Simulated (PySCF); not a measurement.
Species: CH6B3F2N.
Bonds: B1–B2, B2–N3, B2–C4, C4–B5, B5–F6, B5–F7. Hydrogens: H8, H9 on B1; H10, H11 on N3; H12, H13 on C4.

Torsions of this conformer, `[BH2:1][B:2]([NH2:3])[CH2:4][B:5]([F:6])[F:7]`: B1–B2–C4–B5 113°, B2–C4–B5–F6 80°, H–N3–B2–B1 -177°, H–N3–B2–B1 0°.

The closed-shell ground state was solved at several levels (PySCF, density fitting, gas phase, non-relativistic). One conformer (not necessarily the lowest) at the GFN2-xTB geometry, without solvent, vibrations or thermal averaging.

```json
{"level": "PBE0/pcSseg-1", "basis functions": "149", "total energy (Eh)": "-370.4085", "HOMO (eV)": "-8.10", "LUMO (eV)": "-1.73", "gap (eV)": "6.37", "dipole (D)": "2.45"}
{"level": "B3LYP/def2-SVPD", "basis functions": "194", "total energy (Eh)": "-370.6121", "HOMO (eV)": "-7.93", "LUMO (eV)": "-2.01", "gap (eV)": "5.92", "dipole (D)": "2.41"}
```

Q: What might B3LYP/pcJ-1 (249 basis functions) give for the same quantities?

A: Total energy -370.8851 Eh, HOMO -7.89 eV, LUMO -1.95 eV, gap 5.94 eV, dipole 2.47 D.

Q: Over all these levels, which gives the widest orbital gap and which the narrowest?

A: PBE0/pcSseg-1 (global hybrid, 25 % exact exchange) has the widest, 6.37 eV, and B3LYP/def2-SVPD (global hybrid, 20 % exact exchange) the narrowest, 5.92 eV. Functional and basis both differ between the two, so the spread mixes both effects.

Q: How far do the dipole and the HOMO energy spread over the levels?

A: The dipole runs from 2.41 to 2.47 D (mean 2.44 D) and the HOMO from -8.10 to -7.89 eV.
